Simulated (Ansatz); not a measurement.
Total energies of C₂H₂ClFGe, SMILES `[F][Ge]1([Cl])[CH]=[CH]1`.

Z-matrix (Å, degrees):
```
Ge
Cl 1 2.118
C 1 1.868 2 127.1
F 1 1.725 2 104.6 3 -153.1
C 1 1.868 2 127.1 3 53.9
H 3 1.085 1 156.7 2 -73.4
H 5 1.085 1 156.7 2 73.4
```

The species carries charge 0 and has multiplicity 1. Correlated methods include outer-core shells of Ge, which these sets cover unevenly. Scalar relativity is left out up to krypton. The structure was optimised at the PBE0-D4/def2-TZVP level. Basis def2-TZVPP, the Gaussian-basis code of Ansatz.

RPA on PBE orbitals: Hartree–Fock energy of these orbitals -2711.20866 Eh, correlation -1.53567 Eh (frozen core).

| functional | kind | energy without D4 (Eh) | D4 term (kJ/mol) |
| --- | --- | --- | --- |
| PBE | GGA | -2713.84305 | -17.1 |
| BLYP | GGA | -2714.55314 | -37.1 |
| PBE0 | global hybrid, 25 % exact exchange | -2713.93694 | -14.5 |
| r2SCANh | meta-GGA hybrid, 10 % | -2714.39540 | -4.3 |
| r2SCAN0 | meta-GGA hybrid, 25 % | -2714.36792 | -4.8 |
| HSE06 (plane-wave form) | screened hybrid | -2713.92181 | -13.7 |
| LC-ωPBE | long-range corrected hybrid | -2714.02403 | – |
| ωB97X-V | range-separated hybrid GGA with VV10 | -2714.22364 | – |
| ωB97M-V | range-separated hybrid meta-GGA with VV10 | -2714.35030 | – |
| PBE-QIDH | double hybrid | -2713.50294 | – |

(1) Give the same for LDA (SPW92), revPBE, r2SCAN, B97M-V, B3LYP, BHLYP, CAM-B3LYP, B2PLYP. (Estimate.)

B3LYP takes the VWN-RPA correlation (the form of Gaussian; ORCA's B3LYP/G). HSE06 is the plane-wave form, built on full-range PBE exchange. The double hybrids freeze the cores in their second-order part.

## Answers

(1) Ansatz gave: 
```
 functional                    kind  energy without D4 (Eh)  D4 term (kJ/mol)
LDA (SPW92)                     LDA             -2708.55016                 –
     revPBE                     GGA             -2714.23889             -46.6
     r2SCAN                meta-GGA             -2714.41486              -4.0
     B97M-V      meta-GGA with VV10             -2714.00263                 –
      B3LYP     global hybrid, 20 %             -2714.59613             -27.9
      BHLYP     global hybrid, 50 %             -2714.43096             -23.2
  CAM-B3LYP  range-separated hybrid             -2714.60414             -14.9
     B2PLYP           double hybrid             -2713.92263                 –
```

LC-ωPBE has ω = 0.4 bohr⁻¹.
